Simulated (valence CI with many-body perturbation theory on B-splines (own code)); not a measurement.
## Hg65+: electric-dipole lines

Computed by valence CI with perturbative core correlation (CI+MBPT): five valence electrons over a frozen Dirac-Fock core [Ne], radial functions for each j: 11 s, 11 p, 10 d, 8 f, 5 g, 2 h, with the one-electron correlation potential Σ1 (screened to all orders), the two-electron term Σ2, the three-electron term Σ3, Breit, model QED; selected single and double excitations, second order for the rest, scaled by the run's own slope (own B-spline code, finite nucleus).

The last digits are not significant, and no measured levels were compared; by estimate large intervals hold to a few tenths of a per cent, small ones and those within an open d or f shell to about a per cent. Among the levels kept, up to 3300 cm⁻¹ of a level comes from second order outside the variational space, and about a tenth of that is noise between levels of different J, which matters for small intervals.

Lines 1 to 50 of 569 in falling wavelength, among levels below 130.91 Ry, chosen from the strongest by gf and those to the six lowest levels. Wavelengths and rates use the calculated energies. Electric multipoles are in the length gauge, E1 and E2 with the static RPA response of the core. Weak lines are less certain than strong ones. Lines between different terms over intervals too small for the method are left out, as are lines whose strength nearly cancels. The highest levels of a list are the least certain.

Levels are named by their leading jj configuration (3d3/2^4 stands for four electrons in 3d with j = 3/2), which in mixed levels can hold well under half, so a name can repeat and another be missing. Letters in brackets count levels of one name in rising energy.

```tsv
λ vac (nm)	Upper	Lower	A (s⁻¹)	log gf	Branch %
8.504	(3s 3p1/2 3p3/2 3d3/2^2) J=9/2	(3s^2 3p3/2 3d3/2^2) J=7/2	8.12e+09	-1.06	0.7
8.289	(3s 3p1/2^2 3d3/2^2) J=5/2	(3s^2 3p1/2 3d3/2^2) J=3/2	8.37e+09	-1.29	6.8
7.632	(3s 3p1/2^2 3p3/2 3d3/2) J=7/2	(3s^2 3p1/2 3p3/2 3d3/2) J=5/2 [b]	1.03e+10	-1.14	16.2
7.560	(3s 3p1/2^2 3d3/2 3d5/2) J=9/2	(3s^2 3p1/2 3d3/2 3d5/2) J=7/2 [b]	1.64e+10	-0.85	3.3
7.235	(3s 3p1/2 3p3/2^2 3d3/2) J=9/2	(3s^2 3p3/2^2 3d3/2) J=7/2	1.47e+10	-0.94	1.1
7.168	(3s 3p1/2 3p3/2 3d3/2^2) J=5/2 [c]	(3s^2 3p3/2 3d3/2^2) J=5/2	1.25e+10	-1.24	0.2
6.903	(3s 3p1/2 3p3/2 3d3/2^2) J=7/2 [b]	(3s^2 3p3/2 3d3/2^2) J=7/2	1.75e+10	-1.00	0.3
6.793	(3s 3p1/2^2 3p3/2 3d5/2) J=7/2 [a]	(3s^2 3p1/2 3p3/2 3d5/2) J=7/2 [b]	9.12e+09	-1.30	1.7
6.773	(3s 3p1/2^2 3p3/2 3d5/2) J=9/2	(3s^2 3p1/2 3p3/2 3d5/2) J=9/2	1.41e+10	-1.01	29.5
6.705	(3s 3p1/2^2 3p3/2 3d5/2) J=7/2 [a]	(3s^2 3p1/2 3p3/2 3d5/2) J=5/2 [b]	1.36e+10	-1.14	2.6
6.689	(3s 3p1/2^2 3p3/2^2) J=5/2	(3s^2 3p1/2 3p3/2^2) J=5/2	1.27e+10	-1.29	2.0
6.546	(3s 3p1/2 3p3/2^2 3d5/2) J=11/2	(3s^2 3p3/2^2 3d5/2) J=9/2	2.63e+10	-0.69	3.5
6.429	(3s 3p1/2^2 3d5/2^2) J=9/2	(3s^2 3p1/2 3d5/2^2) J=9/2	2.25e+10	-0.86	3.1
6.424	(3s 3p1/2 3p3/2^2 3d5/2) J=9/2 [b]	(3s^2 3p3/2^2 3d5/2) J=7/2	2.57e+10	-0.80	2.6
6.405	(3s 3p1/2 3p3/2^2 3d5/2) J=7/2 [e]	(3s^2 3p3/2^2 3d5/2) J=5/2 [b]	2.59e+10	-0.89	0.8
6.365	(3s 3p1/2^2 3d3/2 3d5/2) J=7/2 [a]	(3s^2 3p1/2 3d3/2 3d5/2) J=5/2 [a]	1.37e+10	-1.18	3.4
6.354	(3s 3p1/2^2 3d5/2^2) J=9/2	(3s^2 3p1/2 3d5/2^2) J=7/2	4.45e+10	-0.57	6.1
6.333	(3s 3p1/2^2 3p3/2 3d3/2) J=7/2	(3s^2 3p1/2 3p3/2 3d3/2) J=7/2	1.93e+10	-1.03	30.5
6.291	(3s 3p1/2^2 3p3/2 3d3/2) J=5/2 [a]	(3s^2 3p1/2 3p3/2 3d3/2) J=5/2 [a]	1.91e+10	-1.17	33.2
6.289	(3s 3p1/2^2 3p3/2 3d5/2) J=9/2	(3s^2 3p1/2 3p3/2 3d5/2) J=7/2 [a]	3.32e+10	-0.71	69.4
6.279	(3s 3p1/2 3p3/2^3) J=5/2	(3s^2 3p3/2^3) J=3/2	2.18e+10	-1.11	1.0
6.272	(3s 3p1/2^2 3d5/2^2) J=5/2	(3s^2 3p1/2 3d5/2^2) J=5/2	3.04e+10	-0.97	3.6
6.269	(3s 3p1/2^2 3p3/2 3d5/2) J=5/2 [a]	(3s^2 3p1/2 3p3/2 3d5/2) J=5/2 [a]	2.08e+10	-1.13	3.0
6.258	(3s 3p1/2^2 3p3/2^2) J=5/2	(3s^2 3p1/2 3p3/2^2) J=3/2	2.03e+10	-1.15	3.1
6.258	(3p1/2^2 3p3/2^2 3d3/2) J=7/2	(3s 3p1/2 3p3/2^2 3d3/2) J=7/2 [c]	2.16e+10	-0.99	0.5
6.234	(3s 3p1/2^2 3d5/2^2) J=5/2	(3s^2 3p1/2 3d5/2^2) J=3/2	3.73e+10	-0.88	4.4
6.220	(3s 3p1/2^2 3d3/2 3d5/2) J=7/2 [a]	(3s^2 3p1/2 3d3/2 3d5/2) J=7/2 [a]	2.73e+10	-0.90	6.8
6.216	(3s 3p1/2^2 3d3/2 3d5/2) J=5/2 [a]	(3s^2 3p1/2 3d3/2 3d5/2) J=5/2 [a]	1.86e+10	-1.19	4.2
6.192	(3s 3p1/2^2 3d3/2^2) J=5/2	(3s^2 3p1/2 3d3/2^2) J=5/2	2.50e+10	-1.06	20.4
6.152	(3s 3p1/2^2 3p3/2 3d5/2) J=5/2 [a]	(3s^2 3p1/2 3p3/2 3d5/2) J=3/2 [a]	2.97e+10	-1.00	4.3
6.103	(3s 3p1/2^2 3p3/2^2) J=1/2	(3s^2 3p1/2 3p3/2^2) J=1/2	4.32e+10	-1.32	3.5
6.102	(3s 3p1/2^2 3d5/2^2) J=1/2	(3s^2 3p1/2 3d5/2^2) J=1/2	6.98e+10	-1.11	6.9
6.102	(3s 3p1/2^2 3p3/2 3d5/2) J=7/2 [b]	(3s^2 3p1/2 3p3/2 3d5/2) J=5/2 [b]	1.27e+10	-1.25	0.6
6.082	(3s 3p1/2 3p3/2^2 3d3/2) J=5/2 [c]	(3s^2 3p3/2^2 3d3/2) J=5/2	1.57e+10	-1.28	0.3
6.078	(3s 3p1/2^2 3d3/2 3d5/2) J=5/2 [a]	(3s^2 3p1/2 3d3/2 3d5/2) J=7/2 [a]	2.03e+10	-1.17	4.6
6.065	(3s 3p1/2^2 3d3/2 3d5/2) J=9/2	(3s^2 3p1/2 3d3/2 3d5/2) J=9/2	2.73e+10	-0.82	5.5
6.046	(3s 3p1/2^2 3p3/2 3d5/2) J=3/2 [b]	(3s^2 3p1/2 3p3/2 3d5/2) J=1/2	2.73e+10	-1.22	1.4
5.988	(3s 3p1/2 3p3/2^2 3d3/2) J=7/2 [c]	(3s^2 3p3/2^2 3d3/2) J=7/2	2.85e+10	-0.91	0.4
5.968	(3s 3p1/2 3p3/2^2 3d5/2) J=7/2 [d]	(3s^2 3p3/2^2 3d5/2) J=5/2 [a]	2.66e+10	-0.94	0.5
5.930	(3s 3p1/2^2 3p3/2 3d5/2) J=3/2 [b]	(3s^2 3p1/2 3p3/2 3d5/2) J=3/2 [b]	3.47e+10	-1.14	1.8
5.908	(3s 3p1/2^2 3p3/2 3d5/2) J=3/2 [a]	(3s^2 3p1/2 3p3/2 3d5/2) J=5/2 [a]	3.53e+10	-1.13	3.1
5.898	(3s 3p1/2^2 3d3/2 3d5/2) J=5/2 [b]	(3s^2 3p1/2 3d3/2 3d5/2) J=3/2 [a]	1.62e+10	-1.29	3.4
5.879	(3s 3p1/2^2 3d5/2^2) J=3/2	(3s^2 3p1/2 3d5/2^2) J=5/2	5.54e+10	-0.94	6.3
5.848	(3s 3p1/2 3p3/2^2 3d5/2) J=3/2 [c]	(3s^2 3p3/2^2 3d5/2) J=5/2 [a]	2.47e+10	-1.30	1.0
5.805	(3s 3p1/2^2 3d3/2 3d5/2) J=7/2 [b]	(3s^2 3p1/2 3d3/2 3d5/2) J=9/2	4.99e+10	-0.70	10.2
5.802	(3s 3p1/2^2 3d3/2 3d5/2) J=7/2 [a]	(3s 3p1/2^2 3p3/2 3d5/2) J=5/2 [b]	1.29e+10	-1.28	3.2
5.786	(3s 3p1/2^2 3d5/2^2) J=7/2	(3s^2 3p1/2 3d5/2^2) J=9/2	5.31e+10	-0.67	6.8
5.782	(3s 3p1/2 3p3/2^2 3d5/2) J=3/2 [d]	(3s^2 3p3/2^2 3d5/2) J=3/2	2.54e+10	-1.29	0.4
5.745	(3s 3p1/2 3p3/2^2 3d5/2) J=5/2 [f]	(3s^2 3p3/2^2 3d5/2) J=5/2 [b]	2.70e+10	-1.10	0.5
5.735	(3s 3p1/2^2 3p3/2 3d5/2) J=5/2 [b]	(3s^2 3p1/2 3p3/2 3d5/2) J=7/2 [b]	4.53e+10	-0.87	2.8
```

Task: How does gf follow from A for the line at 6.689 nm?

Result: gf = 1.4992 × (2J+1)_upper × A / σ², with σ = 1494882 cm⁻¹ and 2J+1 = 6: gf = 0.0511.
